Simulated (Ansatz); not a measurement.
`OB[SiH](O)F` + `N[SiH3]` → `OBN[SiH3]` + `O[SiH2]F`  (cleavage of the B–Si bond)

Program: Ansatz. Geometries: PBE0-D4/def2-TZVP. ΔE: electronic, gas phase. CBS: MP2 limit from def2 TZ/QZ plus the TZ coupled-cluster correction, frozen cores. This one scheme is used for every species. DFT in def2-TZVPP. One conformer a species, not always the lowest.

`OB[SiH](O)F`:

Z-matrix (Å, degrees):
```
Si
B 1 2.025
F 1 1.607 2 108.8
O 1 1.640 2 106.5 3 118.3
H 1 1.489 2 116.9 3 -118.3
O 2 1.350 1 118.0 3 119.0
H 2 1.204 1 122.3 3 -61.1
H 4 0.958 1 118.6 2 169.0
H 6 0.962 2 113.8 1 179.8
```

`N[SiH3]`:

Cartesian coordinates in Å:
```
N 0.969 -0.355 0.270
Si -0.636 0.148 -0.089
H 1.592 0.275 0.750
H 1.475 -0.917 -0.395
H -1.227 0.710 1.153
H -0.774 1.185 -1.155
H -1.400 -1.047 -0.534
```

`OBN[SiH3]`:

Z-matrix (Å, degrees):
```
Si
N 1 1.742
H 1 1.487 2 106.6
H 1 1.485 2 111.7 3 -119.1
H 1 1.485 2 111.6 3 119.1
B 2 1.410 1 125.7 3 -179.6
H 2 1.007 1 117.3 3 0.4
O 6 1.369 2 117.2 1 -0.0
H 6 1.201 2 121.4 1 179.9
H 8 0.957 6 113.4 2 180.0
```

`O[SiH2]F`:

Cartesian coordinates in Å:
```
O -0.686 0.886 -0.603
Si 0.311 -0.109 0.216
F 0.872 -1.263 -0.734
H -1.552 0.569 -0.861
H 1.449 0.716 0.661
H -0.394 -0.799 1.322
```

```csv
level,ΔE (kJ/mol)
LDA (SPW92),-150.8
r2SCANh-D4,-153.7
ωB97M-V,-153.3
revPBE,-134.0
r2SCAN,-152.5
MP2/def2-QZVPP,-158.9
HF/CBS(def2),-161.7
MP2/CBS(def2),-158.2
```

(1) What does CCSD(T)/CBS give? (Estimate.)

Largest T1 diagnostic among the species: 0.013.

## Answers

(1) Computed: -151.3 kJ/mol. The listed levels differ from it by 0.5, -2.4, -2.0, 17.3, -1.2, -7.6, -10.4, -6.9 kJ/mol.

From BLYP to BHLYP (50 % exact exchange), in def2-TZVPP and without D4, ΔE moves by −13.0 kJ/mol. At CCSD(T), def2-SVP lies −11.9 kJ/mol from the extrapolated value and def2-TZVPP −1.1 kJ/mol.
